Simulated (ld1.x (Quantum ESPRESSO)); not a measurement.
# Reading a pseudo-wave (V)

Columns: radius, all-electron u(r) and pseudo u(r) of the 3p shell (level -43.95 eV) of vanadium in the configuration [Ne] 3s2 3p6 3d3 4s2 4p0; PBEsol, scalar-relativistic, TM semilocal scheme, ld1.x (Quantum ESPRESSO) 7.5.

| r (bohr) | all-electron | pseudo |
| --- | --- | --- |
| 0.088 | 0.3874 | -0.0273 |
| 0.176 | 0.5470 | -0.1071 |
| 0.264 | 0.3411 | -0.2327 |
| 0.352 | -0.0168 | -0.3929 |
| 0.440 | -0.3770 | -0.5718 |
| 0.528 | -0.6705 | -0.7484 |
| 0.616 | -0.8780 | -0.8997 |
| 0.704 | -1.0029 | -1.0063 |
| 0.792 | -1.0596 | -1.0597 |
| 0.880 | -1.0645 | -1.0645 |
| 0.968 | -1.0332 | -1.0332 |
| 1.056 | -0.9781 | -0.9781 |
| 1.144 | -0.9090 | -0.9090 |
| 1.232 | -0.8329 | -0.8329 |
| 1.320 | -0.7548 | -0.7548 |
| 1.408 | -0.6782 | -0.6782 |
| 1.496 | -0.6050 | -0.6050 |
| 1.584 | -0.5367 | -0.5367 |
| 1.672 | -0.4739 | -0.4739 |
| 1.760 | -0.4168 | -0.4168 |
| 1.848 | -0.3654 | -0.3654 |
| 1.936 | -0.3196 | -0.3196 |
| 2.024 | -0.2789 | -0.2789 |
| 2.112 | -0.2429 | -0.2429 |
| 2.200 | -0.2112 | -0.2112 |
| 2.288 | -0.1834 | -0.1834 |

How many radial nodes do the two functions have?

The all-electron 3p function has n − l − 1 = 1; the pseudo-wave has 0, since the states of the same l below it are removed with the core.

At about which radius was the pseudo-wave matched?

0.90 bohr. The columns agree to 0.0005 from 0.79 bohr on; several derivatives are matched, so the curves merge somewhat inside the radius.

Where does each function peak?

Outermost all-electron maximum near 0.88 bohr, pseudo maximum near 0.88 bohr (to the table’s step).

Is the pseudo-wave norm-conserving?

Yes: the TM semilocal scheme keeps the norm inside the radius equal to the all-electron one, which fixes the energy derivative of the logarithmic derivative at the level.
